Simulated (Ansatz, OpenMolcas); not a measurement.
## How basis sets differ on CH7AlOSi (SMILES [CH3][AlH][O][SiH3])

The species is CH7AlOSi (11 atoms), meant as a singlet with charge 0. As SMILES, `[CH3][AlH][O][SiH3]`. Geometry: relaxed at PBE0-D4/def2-TZVP. This is one conformer, not always the lowest.

```jsonl
{"atom": "C", "x (Å)": "-1.5161", "y (Å)": "1.5368", "z (Å)": "-0.4274"}
{"atom": "Al", "x (Å)": "-1.1482", "y (Å)": "-0.1719", "z (Å)": "0.4194"}
{"atom": "O", "x (Å)": "0.4075", "y (Å)": "-0.8233", "z (Å)": "0.3504"}
{"atom": "Si", "x (Å)": "1.9607", "y (Å)": "-1.2208", "z (Å)": "0.1134"}
{"atom": "H", "x (Å)": "-0.7966", "y (Å)": "1.7742", "z (Å)": "-1.2149"}
{"atom": "H", "x (Å)": "-1.4670", "y (Å)": "2.3454", "z (Å)": "0.3109"}
{"atom": "H", "x (Å)": "-2.5216", "y (Å)": "1.5665", "z (Å)": "-0.8570"}
{"atom": "H", "x (Å)": "-2.2265", "y (Å)": "-1.0181", "z (Å)": "1.2097"}
{"atom": "H", "x (Å)": "2.7315", "y (Å)": "-1.0466", "z (Å)": "1.3740"}
{"atom": "H", "x (Å)": "2.5735", "y (Å)": "-0.3599", "z (Å)": "-0.9363"}
{"atom": "H", "x (Å)": "2.0681", "y (Å)": "-2.6394", "z (Å)": "-0.3215"}
```

Quantity: the dipole moment, in D. The values are calculated.

```json
{"level": "HF/STO-3G", "kind": "Hartree–Fock", "program": "OpenMolcas", "value (D)": "0.40"}
{"level": "HF/3-21G", "kind": "Hartree–Fock", "program": "OpenMolcas", "value (D)": "0.92"}
{"level": "HF/cc-pVDZ", "kind": "Hartree–Fock", "program": "OpenMolcas", "value (D)": "1.13"}
{"level": "HF/cc-pVTZ", "kind": "Hartree–Fock", "program": "Ansatz", "value (D)": "1.08"}
```

The values span 0.40 to 1.13 D. Magnitudes only. Sets without polarisation functions give poor dipoles.
